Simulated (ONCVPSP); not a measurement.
**Co: one change to an ONCV potential, before and after**

```
Element                 : cobalt
Generator               : ONCVPSP 4.0.1
Type                    : optimised norm-conserving Vanderbilt (ONCV)
Functional              : PBEsol
Relativity              : scalar-relativistic
Frozen core             : [Ne]
Valence charge          : 17
Reference configuration : 3s2 3p6 3d7 4s2
Partial waves           : 3s+4s: rc 1.15 bohr, ncon 4, nbas 7, qcut 11.3 1/bohr, 2 projectors; 3p: rc 0.75 bohr, ncon 4, nbas 8, qcut 9.1 1/bohr, 1 projector; 3d: rc 1.45 bohr, ncon 3, nbas 7, qcut 12.8 1/bohr, 2 projectors, debl 2 Ha
Local potential         : polynomial inside 0.65 bohr (lpopt 5, dvloc0 4 Ha)
Core correction         : Teter function, fcfact 4.5, rcfact 1.1
```

All-electron outer shells of the reference configuration (PBEsol, scalar-relativistic, ld1.x):

```
shell  level (eV)  outermost node (bohr)  outermost maximum (bohr)
   2p     -769.45                      –                      0.17
   3s     -102.14                   0.31                      0.66
   3p      -65.51                   0.28                      0.68
   3d       -8.23                      –                      0.66
   4s       -5.49                   0.96                      2.32
```

Change: core correction Teter function, fcfact 4.5, rcfact 1.7.

Cutoffs: the cutoffs (Ha) at which the residual kinetic energy of the hardest occupied pseudo-wave falls to 1 and 0.1 mHa per electron; they do not see the model core or the augmentation charge, which bear on the density cutoff. Errors are all-electron minus pseudo energies relative to the spin-unpolarised reference configuration.

**Question.** What does the change do?

**Answer.** The potential gets neither clearly harder nor softer (122 Ha and 340 Ha → 122 Ha and 340 Ha); the errors of the 4 common tests hardly move; neither file shows a bound ghost. A model core, the more so a compact one, raises the density cutoff, which this test does not measure.

```csv
quantity,base,changed
"cutoff, loose",122 Ha,122 Ha
"cutoff, tight",340 Ha,340 Ha
bound ghosts,none,none
GHOST(+) flags under 300 eV,none,none
"error for 3s2 3p6 3d7 4s1, meV [ΔE 9.05 eV]",+0.4,+0.4
"error for 3s2 3p6 3d7 4s0, meV [ΔE 25.74 eV]",+4.0,+4.0
"error for 3s2 3p6 3d6 4s0, meV [ΔE 61.58 eV]",+8.6,+8.7
"error for 3s2 3p5 3d7 4s2, meV [ΔE 73.40 eV]",-73,-74
s: phases at 1.16 bohr within 0.05 rad from the reference energy up to (Ha; the scan ends near 5),to the end of the scan,to the end of the scan
p: phases at 0.76 bohr within 0.05 rad from the reference energy up to (Ha; the scan ends near 5),to the end of the scan,to the end of the scan
d: phases at 1.47 bohr within 0.05 rad from the reference energy up to (Ha; the scan ends near 5),to the end of the scan,to the end of the scan
"rms error of d²Exc/dni dnj with the model core, mHa",1.15,2.41
```
